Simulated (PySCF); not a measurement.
# Structure from NMR data

The spectra below were simulated for a compound C₇H₁₀NOP.

1H NMR (400 MHz, computed): δ 8.19 (m, 1H), 7.85 (m, 1H), 4.12 (q, 2H), 2.67 (s, 3H), 1.48 (t, 3H).

13C{1H} NMR (computed): δ 197.2 (C), 159.0 (CH), 154.1 (C), 138.7 (CH), 51.0 (CH2), 31.5 (CH3), 21.5 (CH3).

PySCF 2.14 calculation with structure optimised with GFN2-xTB and PBE0/pcSseg-1 with gauge-including orbitals; non-relativistic Hamiltonian, fast rotation and ring inversion assumed for equivalent nuclei, no solvent, one computed conformer.

Shifts are taken against calculated references (same method and geometry level): 1H (31.72 ppm), 13C (186.93 ppm) vs TMS.

Q: Propose a structure and justify it.

A: 
1. 7 carbon signals for 7 carbons: no two carbons are equivalent.
2. Carbon types of the structure: 2 × C, 2 × CH, 1 × CH2, 2 × CH3, which accounts for all hydrogens.
3. δC 197.2: ketone carbonyl carbon; low-lying n→π* states of the double bond to the heteroatom give a large paramagnetic term (-252 ppm).
4. δC 159.0, 138.7: aromatic CH next to a ring nitrogen.
5. δC 154.1: substituted aromatic carbon.
6. δC 31.5: methyl carbon α to a carbonyl; α to the electron-withdrawing carbonyl group.
7. δC 21.5: methyl carbon; aliphatic region, no heteroatom directly attached.
8. δH 8.19, 7.85: hydrogen on an aromatic CH next to a ring nitrogen.
9. δH 2.67: hydrogen on a methyl carbon α to a carbonyl; α to C=O.

These data were computed for SMILES O=C(C1=CN(CC)C=P1)C.

The shifts were computed for this structure.

Splittings by 31P in the carbon and heteronuclear signals aren't shown, as no couplings were computed. Shifts are as computed. Against solution values, carbons near 30 ppm lie about +3 ppm off and those near 130 ppm about +5 ppm. Of 1211 compounds with measured shifts, 218 miss one by over three times the rms of a fit or turn the order of signals round; such compounds aren't used in these exercises. Multiplicities follow the n + 1 count of equivalent neighbours, as no J values were calculated; m marks all less simple cases, F and P coupling included.
